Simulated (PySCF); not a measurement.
CH$_{2}$O$_{2}$, charge +1, doublet, geometry from GFN2-xTB (a state made from the parent by changing its charge; the spin is typed, not shown lowest); MP2/STO-3G (PySCF).

PySCF was given this input:
```python
from pyscf import gto, scf, mp

mol = gto.M(
    atom='''
O     0.83970895   -0.72395374   -0.05717738
C    -0.24805229   -0.11529710    0.00227108
O    -0.72831307    0.95930046    0.06431060
H     1.70034825   -0.23589880   -0.06114765
H    -1.10320156   -0.95509234   -0.00954464
''',
    basis='sto-3g',
    charge=1,
    spin=1,
    verbose=4,
)

mf = scf.UHF(mol)
mf.kernel()

pt = mp.MP2(mf, frozen=3)
pt.kernel()
print('E(MP2) = %.10f' % pt.e_tot)
```

It wrote (shortened):

```
PySCF version 2.14.0

[INPUT] verbose = 4
[INPUT] num. atoms = 5
[INPUT] num. electrons = 23
[INPUT] charge = 1
[INPUT] spin (= nelec alpha-beta = 2S) = 1
[INPUT] symmetry False subgroup None
[INPUT] Mole.unit = angstrom
[INPUT] Symbol           X                Y                Z      unit          X                Y                Z       unit  Magmom
[INPUT]  1 O      0.839708950000  -0.723953740000  -0.057177380000 AA    1.586819939846  -1.368074295455  -0.108049588720 Bohr   0.0
[INPUT]  2 C     -0.248052290000  -0.115297100000   0.002271080000 AA   -0.468750892671  -0.217879941957   0.004291719207 Bohr   0.0
[INPUT]  3 O     -0.728313070000   0.959300460000   0.064310600000 AA   -1.376312235241   1.812815140569   0.121529420906 Bohr   0.0
[INPUT]  4 H      1.700348250000  -0.235898800000  -0.061147650000 AA    3.213192508883  -0.445784125114  -0.115552311661 Bohr   0.0
[INPUT]  5 H     -1.103201560000  -0.955092340000  -0.009544640000 AA   -2.084748808593  -1.804862946270  -0.018036755558 Bohr   0.0

nuclear repulsion = 71.2366188648974
number of shells = 11
number of NR pGTOs = 51
number of NR cGTOs = 17
basis = sto-3g
ecp = {}

******** <class 'pyscf.scf.uhf.UHF'> ********
method = UHF
initial guess = minao
damping factor = 0
level_shift factor = 0
DIIS = <class 'pyscf.scf.diis.CDIIS'>
diis_start_cycle = 1
diis_space = 8
diis_damp = 0
SCF conv_tol = 1e-09
SCF conv_tol_grad = None
SCF max_cycles = 50
direct_scf = True
direct_scf_tol = 1e-13
number electrons alpha = 12  beta = 11
Set gradient conv threshold to 3.16228e-05
init E= -186.96257308386

cycle= 1 E= -185.741090608752  delta_E= 1.22  |g|= 0.461  |ddm|= 2.13
cycle= 2 E= -185.861012155095  delta_E= -0.12  |g|= 0.272  |ddm|= 0.759
cycle= 3 E= -185.902876768556  delta_E= -0.0419  |g|= 0.0706  |ddm|= 0.303
cycle= 4 E= -185.912637920485  delta_E= -0.00976  |g|= 0.0438  |ddm|= 0.14
cycle= 5 E= -185.917370332137  delta_E= -0.00473  |g|= 0.0194  |ddm|= 0.133
cycle= 6 E= -185.918403559209  delta_E= -0.00103  |g|= 0.00965  |ddm|= 0.0619
cycle= 7 E= -185.918750158347  delta_E= -0.000347  |g|= 0.00439  |ddm|= 0.0465
cycle= 8 E= -185.91882696498  delta_E= -7.68e-05  |g|= 0.00187  |ddm|= 0.0234
cycle= 9 E= -185.91883899547  delta_E= -1.2e-05  |g|= 0.000591  |ddm|= 0.0117
cycle= 10 E= -185.918839863567  delta_E= -8.68e-07  |g|= 0.000324  |ddm|= 0.00268
cycle= 11 E= -185.918840134261  delta_E= -2.71e-07  |g|= 0.000103  |ddm|= 0.00162
cycle= 12 E= -185.918840161478  delta_E= -2.72e-08  |g|= 4.48e-05  |ddm|= 0.00039
cycle= 13 E= -185.918840169529  delta_E= -8.05e-09  |g|= 2.57e-05  |ddm|= 0.000217
cycle= 14 E= -185.918840172902  delta_E= -3.37e-09  |g|= 1.16e-05  |ddm|= 0.000167
cycle= 15 E= -185.91884017352  delta_E= -6.18e-10  |g|= 3.91e-06  |ddm|= 8.39e-05
Extra cycle  E= -185.918840173544  delta_E= -2.46e-11  |g|= 2.43e-06  |ddm|= 7.79e-06
converged SCF energy = -185.918840173544  <S^2> = 0.77425817  2S+1 = 2.0241128

******** <class 'pyscf.mp.ump2.UMP2'> ********
nocc = (np.int64(9), np.int64(8)), nmo = (14, 14)
frozen orbitals 3
E(UMP2) = -186.053133221871  E_corr = -0.134293048326846
E(SCS-UMP2) = -186.055115795017  E_corr = -0.136275621472878
E_corr(same-spin) = -0.0287031190607743
E_corr(oppo-spin) = -0.105589929266072
E(MP2) = -186.0531332219
```
